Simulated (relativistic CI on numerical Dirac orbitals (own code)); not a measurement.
# Transition arrays of Ho²⁹⁺

Calculated at this level of theory: Dirac-Coulomb-Breit CI, separate exchange-only KLI orbitals for each configuration, QED by a radiative potential, valence Slater integrals scaled by 0.9, whole transition arrays (own radial code, finite nucleus).

Configuration list (outside the closed core [Ar] 3d10 4s2): 4p6 4d2, 4p6 4d 4f, 4p5 4d3, 4p6 4d 5p, 4p6 4d 5f. Levels of other configurations are missing.

All E1 lines from the levels of 4p6 4d2; mean and standard deviation are weighted by gf, and upper levels are sorted by their leading configuration.

| Upper configuration | Lines | Σgf | Mean (eV) | Mean (nm) | σ (eV) | Strongest line (nm) |
| --- | --- | --- | --- | --- | --- | --- |
| 4p6 4d 4f | 57 | 28.4 | 174.82 | 7.092 | 11.61 | 6.577 |
| 4p5 4d3 | 490 | 182.7 | 195.12 | 6.354 | 16.23 | 6.096 |
| 4p6 4d 5p | 60 | 8.9 | 380.18 | 3.261 | 6.25 | 3.227 |
| 4p6 4d 5f | 81 | 27.3 | 520.32 | 2.383 | 5.15 | 2.393 |

Σgf per state of the lower configuration in bins of 0.2 nm over the central range (centre: value): 2.3: 0.37, 2.5: 0.24, 3.3: 0.18, 5.9: 0.36, 6.1: 1.91, 6.3: 0.72, 6.5: 0.62, 6.7: 0.09, 6.9: 0.03, 7.1: 0.15, 7.3: 0.14, 7.5: 0.23, 7.7: 0.11, 7.9: 0.10, 8.1: 0.10.

Q: How do configuration mixing and the scaling of the Slater integrals move the arrays?

A: Slater scale 0.9, no configuration mixing: 4p6 4d 4f 172.3 ± 6.2 eV (Σgf 46.3), 4p5 4d3 185.8 ± 21.4 eV (Σgf 153.2), 4p6 4d 5p 380.3 ± 6.2 eV (Σgf 9.7), 4p6 4d 5f 520.3 ± 5.2 eV (Σgf 27.1); Slater scale 1: 4p6 4d 4f 179.8 ± 12.6 eV (Σgf 22.3), 4p5 4d3 197.5 ± 16.6 eV (Σgf 192.5), 4p6 4d 5p 380.2 ± 6.3 eV (Σgf 8.8), 4p6 4d 5f 520.3 ± 5.2 eV (Σgf 27.4); Slater scale 0.8: 4p6 4d 4f 173.3 ± 10.1 eV (Σgf 33.2), 4p5 4d3 192.2 ± 16.6 eV (Σgf 174.2), 4p6 4d 5p 380.2 ± 6.2 eV (Σgf 9.0), 4p6 4d 5f 520.3 ± 5.1 eV (Σgf 27.3). With mixing, levels are counted to their leading configuration, so an array can shrink or vanish into another, and the sums then hold other lines.
